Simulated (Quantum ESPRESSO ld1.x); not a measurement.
These are the eigenvalues of the occupied orbitals of an atom or ion with whole-number occupations (hartree). Method: Dirac Kohn-Sham, PBEsol, spin-unpolarised, spherical densities, point nucleus; computed with ld1.x of Quantum ESPRESSO 7.5.

orbital  eigenvalue
1s1/2      -975.005
2s1/2      -145.849
2p1/2      -135.889
2p3/2      -128.822
3s1/2      -28.2506
3p1/2      -24.2592
3p3/2      -22.9968
3d3/2      -15.9279
3d5/2      -15.6713
4s1/2      -5.18900
4p1/2      -3.90274
4p3/2      -3.68489
4d3/2      -1.69923
4d5/2      -1.67074

Which element is it, and in what charge state? The configuration may be excited. Open shells, if any, fill j = l - 1/2 first.

Answer. Z = 48, cadmium, charge +3: Cd3+ in [Kr] 4d9. The list shows which subshells hold electrons but not how many an open one holds; the 1s level, -975 hartree, gives Z - s = 44.2 by -(Z - s)^2/2, which with screening and relativity narrows Z to a few neighbours, and the depths of the outer levels then fix element, charge and occupations together.
